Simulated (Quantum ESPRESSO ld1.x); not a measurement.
Question: Species: Tl V. Configuration: [Xe] 4f14 5d9 (the NIST ground configuration). All-electron calculation, scalar-relativistic Kohn-Sham, PBE, spin-unpolarised, spherical densities, point nucleus. Program: ld1.x of Quantum ESPRESSO 7.5. Some entries of the table are withheld. Estimate them.

orbital,occ.,eigenvalue (eV),r(max) (bohr),<r> (bohr)
1s,2,-85685.6,0.010,(1)
2s,2,-15294.3,0.058,0.06873
2p,6,-13158.2,0.049,0.06235
3s,2,(2),0.164,0.1775
3p,6,-3071.40,0.164,0.1793
3d,10,-2435.43,0.134,0.1624
4s,2,-858.808,0.370,0.3916
4p,6,-657.370,0.388,0.4176
4d,10,-421.479,0.394,0.4397
5s,2,-176.978,0.810,0.8746
4f,14,-160.446,0.358,0.4673
5p,6,-121.734,0.906,0.9995
5d,9,-59.4518,1.10,1.297

Answer: 
(1) 1s <r> (bohr): 0.01631
(2) 3s eigenvalue (eV): -3686.05
